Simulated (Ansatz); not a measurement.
Reaction (substitution at a C–C bond): `C/C=C\C=O` + `[OH][SnH3]` → `O=C[O][SnH3]` + `C=CC`

Computed with Ansatz on PBE0-D4/def2-TZVP structures; ΔE is electronic, products minus reactants. CBS: MP2 limit from def2 TZ/QZ plus the TZ coupled-cluster correction, frozen cores. Functionals use def2-TZVPP. B3LYP here is the variant with VWN-RPA as its local correlation; programs differ in this. Elements past krypton have def2 core potentials. For Sn outer-core shells are correlated without core-valence functions, which leaves a few kJ/mol of doubt a bond. One conformer a species, not always the lowest.

| level | ΔE (kJ/mol) |
| --- | --- |
| B3LYP-D4 | -63.6 |
| r2SCANh-D4 | -68.5 |
| PBE | -64.5 |
| BLYP | -61.6 |

Q: What does CCSD(T)/CBS give? (An estimate is asked.)

A: Ansatz gave: -63.2 kJ/mol. The listed levels differ from it by -0.4, -5.3, -1.3, 1.6 kJ/mol.

Largest T1 diagnostic among the species: 0.017.

At CCSD(T), def2-SVP lies −21.8 kJ/mol from the extrapolated value and def2-TZVPP −2.5 kJ/mol. Leaving LDA and LC-ωPBE aside and taking each functional with its dispersion term where it has one, the values, not all of them listed here, spread over 6.6 kJ/mol, from ωB97X-V to BLYP-D4. LDA lies −7.5 kJ/mol from PBE without D4.

CCSD(T)/CBS has its own doubt, a few kJ/mol and more with outer-core shells, so smaller differences from it don't rank the levels.
